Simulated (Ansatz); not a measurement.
The O4–H5 bond of GaH3O (SMILES [OH][GaH2]) is stretched (multiplicity 1, the rest rigid).
Geometry at rest (charge 0, multiplicity 1):
| atom | x (Å) | y (Å) | z (Å) |
|---|---|---|---|
| Ga | -0.2252 | -0.2844 | 0.0258 |
| H | 0.0603 | -1.2972 | 1.1723 |
| H | -1.3595 | -0.3087 | -1.0529 |
| O | 0.9382 | 1.0873 | -0.0240 |
| H | 0.7756 | 1.7230 | -0.7275 |

Correlated levels freeze the cores. Filled d and f shells under p-block atoms count as core.

Programs: Ansatz (Gaussian basis) for Hartree–Fock, density functionals and correlated methods. Values without a source in brackets are computed.

FIC-MRCISD+Q on CASSCF(4,3)/cc-pVTZ, total energies (hartree):

```csv
R (Å),CASSCF,MRCISD,weight c² of the reference
0.962,-1999.961046,-2000.266426,0.91712
1.684,-1999.843511,-2000.134958,0.91474
3.079,-1999.799111,-2000.078976,0.91759
```

Add the Davidson correction (E_MRCISD − E_CASSCF)(1 − c²)/c² and give the energies above the first point at the three levels.


Corrections (hartree): -0.027596, -0.027166, -0.025136. Above the first point (kcal/mol):
- R = 1.684 Å: CASSCF 73.8, MRCISD 82.5, with the correction 82.8
- R = 3.079 Å: CASSCF 101.6, MRCISD 117.6, with the correction 119.2

Doubts at one or more of the structures used: active orbitals that take no part (FIC-MRCISD+Q on CASSCF(4,3)/cc-pVTZ).

Ansatz is a quantum-chemistry and plane-wave program.
